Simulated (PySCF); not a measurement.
Cl2Zn, SMILES [Cl][Zn-][Cl] (connectivity only; charge and spin as stated), charge -1, multiplicity 2.

Coordinates come from a B3LYP-D3(BJ)/def2-SVPD optimisation.

Two levels are set side by side: PBE/def2-TZVPD (PySCF) and ωB97X/def2-TZVPD (PySCF). Same geometry, gas phase. Differences are taken from unrounded values.

| quantity | ωB97X |
|---|---|
| α-spin orbital gap (eV) | 6.54 |
| β-spin orbital gap (eV) | 9.38 |
| mean polarisability (bohr³) | 89.2 |

Q: What does PBE give, and how far is it from ωB97X? (An estimate is asked for; the answer gives what the named calculation found.)

A: 
| quantity | PBE | PBE minus ωB97X |
|---|---|---|
| α-spin orbital gap (eV) | 2.42 | -4.11 |
| β-spin orbital gap (eV) | 3.41 | -5.96 |
| mean polarisability (bohr³) | 98.3 | 9.1 |

Loosely held outer electrons make PBE densities more polarisable. Differences between two approximate levels are no errors against the true value.

Rough cost on one machine, each run with all the roots and properties that it gave: ωB97X against PBE within a factor of 2.
